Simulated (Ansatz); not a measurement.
# Worked example: the enthalpy of formation of HBr (hydrogen bromide)

The species is HBr (2 atoms), meant as a singlet with charge 0. As SMILES, `Br`. The shape was relaxed beforehand at PBE0/def2-SVP.

```xyz
2

Br   -0.6038    0.2182   -0.3053
H     0.6038   -0.2182    0.3053
```

Total energies at B2PLYP/def2-TZVPP, 9 core orbitals frozen (Ansatz 0.2.0); the atoms run unrestricted:

| species | state | energy (Eh) |
| --- | --- | --- |
| HBr | singlet | -2574.373759 |
| Br | doublet | -2573.728843 |
| H | doublet | -0.498613 |

Harmonic wavenumbers at PBE0-D4/def2-TZVP, in cm⁻¹: 2668.

Measured heats of formation of the gaseous atoms at 298.15 K, in kJ/mol: Br 111.9, H 218.0. Spin-orbit lowering of the atoms at 298 K (mean of the ground term's levels less their thermal mean, from spectra), in kJ/mol: Br 14.69. Take 1 Eh = 2625.50 kJ/mol, 1 cm⁻¹ = 0.0119627 kJ/mol, RT = 2.479 kJ/mol.

Problem. Work out the heat of formation of the gas at 298 K.

Solution. 
1. Electronic atomisation energy: (-2573.728843) + (-0.498613) − (-2574.373759) = 0.146303 Eh = 384.1 kJ/mol.
2. Zero-point energy: half the sum of the wavenumbers, 1334 cm⁻¹ = 16.0 kJ/mol.
3. Thermal vibrational enthalpy, Σ hcν̃/(exp(hcν̃/kT) − 1): 0.0 kJ/mol. Translation, rotation and pV of a linear molecule: 3.5 RT = 8.7 kJ/mol.
4. The 2 free atoms carry 5/2 RT each: 12.4 kJ/mol.
5. Spin-orbit coupling lowers the free atoms by 14.69 = 14.7 kJ/mol.
6. Atomisation enthalpy at 298 K: 384.1 − 14.7 − 16.0 − 0.0 − 8.7 + 12.4 = 357.1 kJ/mol.
7. Sum of the atoms' heats of formation: 329.9 kJ/mol. Heat of formation: 329.9 − 357.1 = -27.2 kJ/mol.

The tabulated value is -35.9 kJ/mol (Active Thermochemical Tables), so this level is off by +8.6 kJ/mol, or 2.4 % of the atomisation enthalpy that the table implies (365.7 kJ/mol). Relativity is left out. Anharmonicity and any spin-orbit splitting of the molecule are left out, and cores are frozen in the wave-function part.
